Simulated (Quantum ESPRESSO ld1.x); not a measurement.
The numbers below are computed, except where a source is named.
Q: These are the eigenvalues of the occupied orbitals of an atom or ion with whole-number occupations (Ry). Level of theory: scalar-relativistic Kohn-Sham, LDA (Slater exchange, Perdew-Zunger correlation), spin-polarised, spherical densities, point nucleus (ld1.x of Quantum ESPRESSO 7.5).

orbital  eigenvalue
1s up      -5592.12
1s down    -5592.12
2s up      -978.844
2s down    -978.831
2p up      -850.709
2p down    -850.698
3s up      -229.378
3s down    -229.371
3p up      -191.920
3p down    -191.913
3d up      -150.640
3d down    -150.630
4s up      -49.3647
4s down    -49.3501
4p up      -37.0764
4p down    -37.0616
4d up      -21.9901
4d down    -21.9724
5s up      -7.87542
5s down    -7.77931
4f up      -5.21243
4f down    -5.18626
5p up      -4.69917
5p down    -4.58108
5d up      -1.20154
6s up      -1.06813
5d down    -1.05894

Which element is it, and in what charge state? The configuration may be excited. Open shells, if any, are filled with parallel spins first.

A: Z = 77, iridium, charge +1: Ir+ in [Xe] 4f14 5d7 6s1. The list shows which subshells hold electrons but not how many an open one holds; the 1s level, -2796.1 hartree, gives Z - s = 74.8 by -(Z - s)^2/2, which with screening and relativity narrows Z to a few neighbours, and the depths of the outer levels then fix element, charge and occupations together.
